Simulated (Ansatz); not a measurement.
Ansatz (a program for electronic structure) input (wB97X-V/def2-TZVPD):

Ansatz 0.2 input:
```yaml
crystal:
  periodic: [false, false, false]
  atoms:
    - {symbol: Al, position_ang: [-0.00000000, -0.00000000, -0.00000000]}
    - {symbol: O, position_ang: [1.08387014, 0.23684392, -1.15591815]}
    - {symbol: H, position_ang: [1.97421996, 0.32657496, -1.49885011]}
    - {symbol: O, position_ang: [-1.08387014, -0.23684392, 1.15591815]}
    - {symbol: H, position_ang: [-1.97421996, -0.32657496, 1.49885011]}
basis:
  gaussian:
    orbitals: def2-TZVPD
hamiltonian:
  xc: {name: wB97X-V}
total_charge: 1
magnetization: {spin_polarized: true, initial_magnetization: 2}
```

End of the output:

```
integrals: 0.07 GiB planned
743 factors; their error is unknown
integrals: 0.10 GiB planned
255 factors; integrals over basis functions are off by at most 3.1e-5 eV
mean field: 0.81 GiB planned
mean field evaluation 1: about -10700.1691 eV, gradient 6.1e1 eV
mean field evaluation 2: about -10699.6972 eV, gradient 6.2e1 eV
mean field evaluation 4: about -10711.5134 eV, gradient 6.3e-1 eV
mean field evaluation 8: about -10711.5303 eV, gradient 1.7e-1 eV
mean field evaluation 16: about -10711.5304 eV, gradient 3.4e-5 eV
mean field evaluation 32: about -10711.3622 eV, gradient 4.7e-1 eV
mean field -10711.53039424 eV, -393.6414814524 hartree, gradient 4.6e-6 eV, S^2 2.015916; 3 other end points of the search recorded, 0 dependent functions left out
reference -10711.53039514 eV, -393.6414814854 hartree; 16, 14 occupied and 125, 127 virtual orbitals, 743 factors
Total energy: -10711.53039514 eV, -393.6414814854 hartree
```

This state (charge 1, triplet) is run at the relaxed geometry of the species with charge 1 and multiplicity 1, and is a spin state other than that species' own.
